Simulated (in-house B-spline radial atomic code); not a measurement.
A run on Ca II (Ca+) (an excited or competing configuration) that did not converge. Method: scalar-relativistic (X2C) wB97X, spin-polarised, spherical fractional occupations, Fermi nucleus of rms radius 3.4776 fm; computed with a B-spline radial code for spherical atoms.

Command:
```bash
python run_scf.py task.json out
```
Settings (nuclear radius in fm, mass in u):
```
Z                20
configuration    [Ar] 4f1
hamiltonian      x2c
method           wb97x
spin_polarised   True
nucleus          fermi
rms_radius       3.4776
atomic_mass      39.96259
speed_of_light   137.035999084
```

First and last ten iterations of the last attempt (damped for 15 steps, keeping 80 % of the old Fock matrix, then DIIS):
```
 iter        energy (Eh)    residual
    1        -675.622308    2.78e-01
    2        -679.251112    1.51e-01
    3        -679.557116    1.10e-01
    4        -679.722052    8.05e-02
    5        -679.810898    5.87e-02
    6        -679.858721    4.29e-02
    7        -679.884468    3.13e-02
    8        -679.898370    2.29e-02
    9        -679.905925    1.68e-02
   10        -679.909961    1.23e-02
  111        -679.914948    1.22e-05
  112        -679.914948    7.02e-05
  113        -679.914948    7.45e-05
  114        -679.914948    2.21e-05
  115        -679.914948    1.07e-05
  116        -679.914948    7.95e-05
  117        -679.914948    5.66e-06
  118        -679.914948    3.85e-06
  119        -679.914948    4.07e-06
  120        -679.914948    3.68e-06
 not converged after 120 iterations
```

The smallest residual met was 3.3e-06; the threshold is about 2e-07. Over the last five steps the energy moves by less than 1e-08 hartree, but the orbitals didn't meet the threshold. Run time, properties included: 25 s on 1 thread of Arm Neoverse V1, on a shared host.
